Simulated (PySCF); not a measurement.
# Electron correlation in Os³⁰⁺ (osmium, charge +30)

[Kr] 4d10, closed-shell 1S. Calculation: PySCF 2.14, in an uncontracted even-tempered set (18 s from 2.5 bohr⁻², ratio 2.5; 12 p from 3.2 bohr⁻², ratio 2.5; 9 d from 3.2 bohr⁻², ratio 2.5; 4 f from 18 bohr⁻², ratio 2.7; 3 g from 27 bohr⁻², ratio 2.7); no relativity, point nucleus. Frozen: [Ar] 3d10; 18 electrons correlated; the 35 highest virtual orbitals of each spin left out.

MP2 pair energies summed by pair of shells (mhartree):

```json
{"pair": "4d-4d", "energy": "-265.35", "share (%)": "59.7"}
{"pair": "4p-4d", "energy": "-102.02", "share (%)": "22.9"}
{"pair": "4p-4p", "energy": "-32.19", "share (%)": "7.2"}
{"pair": "4s-4d", "energy": "-29.00", "share (%)": "6.5"}
{"pair": "4s-4p", "energy": "-13.32", "share (%)": "3.0"}
{"pair": "4s-4s", "energy": "-2.67", "share (%)": "0.6"}
```

Total MP2 correlation energy: -444.55 mhartree.

At this charge a non-relativistic calculation is a model, useful for the Z dependence of the correlation energy.
